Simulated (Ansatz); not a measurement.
`N#CO[SiH3]` + H₂ → `C#N` + `O[SiH3]` at 298.15 K and 1 bar (hydrogenolysis of a C–O bond).

Program: Ansatz. Geometries: PBE0-D4/def2-TZVP. ΔE: electronic, gas phase. CCSD(T)/CBS is the MP2 limit (def2-TZVPP, def2-QZVPP) plus CCSD(T) − MP2 in def2-TZVPP, frozen cores. This one scheme is used for every species.

| species | CCSD(T)/CBS energy (Eh) | H − E (kJ/mol) | S (J/(mol·K)) |
| --- | --- | --- | --- |
| `N#CO[SiH3]` | -458.79584 | 116.0 | 302.7 |
| H₂ | -1.17544 | 35.1 | 130.4 |
| `C#N` | -93.32098 | 52.4 | 201.2 |
| `O[SiH3]` | -366.69042 | 113.6 | 257.8 |

H − E and S are ideal-gas, rigid-rotor, harmonic terms from PBE0-D4/def2-TZVP. The MP2-based limit puts H₂ 0.8 mEh under its directly extrapolated value; such offsets cancel only in part. 1 Eh = 2625.50 kJ/mol, R = 8.31446 J/(mol·K).

Task: By hand: ΔE, ΔH, ΔS and ΔG.

Result: ΔE = (-93.32098) + (-366.69042) − (-458.79584) − (-1.17544) = -0.04012 Eh = -105.3 kJ/mol. Δ(H − E) = 52.4 + 113.6 − 116.0 − 35.1 = 14.9, so ΔH = -90.4 kJ/mol. ΔS = 201.2 + 257.8 − 302.7 − 130.4 = 25.9 J/(mol·K). ΔG = -90.4 − 298.15 × (25.9)/1000 = -98.1 kJ/mol.

Task: By hand: the equilibrium constant, and the temperature at which ΔG would vanish if ΔH and ΔS stayed fixed.

Result: log₁₀ K = −ΔG/(RT ln 10) = 17.2. ΔH and −TΔS have one sign here, so there is no such temperature.

ΔH outweighs TΔS. A doubt of 5 kJ/mol in ΔE shifts log₁₀ K by 0.9 here. These are equilibria of isolated gas molecules and say nothing of rates. Largest T1 diagnostic: 0.014 (customary marks: 0.02 for closed shells, 0.045 for open ones).
